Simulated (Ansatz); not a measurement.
Bond stretch in H₂Be, SMILES [BeH2]. The Be1–H3 bond (Be1 also carries H; H3 carries nothing else) is stretched with both fragments frozen at the PBE0/def2-TZVP optimised geometry.

Level of theory: unrestricted CAM-B3LYP/aug-cc-pVDZ (Ansatz, a program for electronic structure).

The batch members p0 to p11 hold the bond at 0.99, 1.08, 1.13, 1.21, 1.27, 1.33, 1.34, 1.39, 1.43, 1.47, 1.56, 1.66 Å.

Ansatz input:

Ansatz 0.2 input:
```yaml
# input.yaml
basis:
  gaussian: { orbitals: aug-cc-pvdz }
hamiltonian:
  xc: cam_b3lyp
batch:
  members: [p0.yaml, p1.yaml, p2.yaml, p3.yaml, p4.yaml, p5.yaml, p6.yaml, p7.yaml, p8.yaml, p9.yaml, p10.yaml, p11.yaml]

# p6.yaml, one of the 12 members of this batch
crystal:
  periodic: [false, false, false]
  atoms:
    - { symbol: Be, position_ang: [0.0, 0.0, 0.0] }
    - { symbol: H, position_ang: [-0.00001001, 0.00001605, -1.33874393] }
    - { symbol: H, position_ang: [0.0, 0.0, 1.34] }
total_charge: 0
magnetization:
  spin_polarized: true
```

Lines of the output on each member:

```
Member 2: Total energy: -431.97245367 eV, -15.8746948709 hartree
Member 1: Total energy: -431.68138119 eV, -15.8639981548 hartree
Member 0: Total energy: -430.86171128 eV, -15.8338758412 hartree
Member 3: Total energy: -432.25909644 eV, -15.8852287986 hartree
Member 4: Total energy: -432.36272271 eV, -15.8890369937 hartree
Member 6: Total energy: -432.39325961 eV, -15.8901592040 hartree
Member 5: Total energy: -432.39393279 eV, -15.8901839429 hartree
Member 7: Total energy: -432.36856555 eV, -15.8892517141 hartree
Member 10: Total energy: -432.08893030 eV, -15.8789753079 hartree
Member 11: Total energy: -431.83563984 eV, -15.8696670554 hartree
Member 9: Total energy: -432.26796183 eV, -15.8855545955 hartree
Member 8: Total energy: -432.32650982 eV, -15.8877061945 hartree
```

The unrestricted determinant behind UKS-CAM-B3LYP is spin-contaminated at 2.67 to 4.72 Å (<S²> up to 1.0, against 0.00 for a pure singlet).
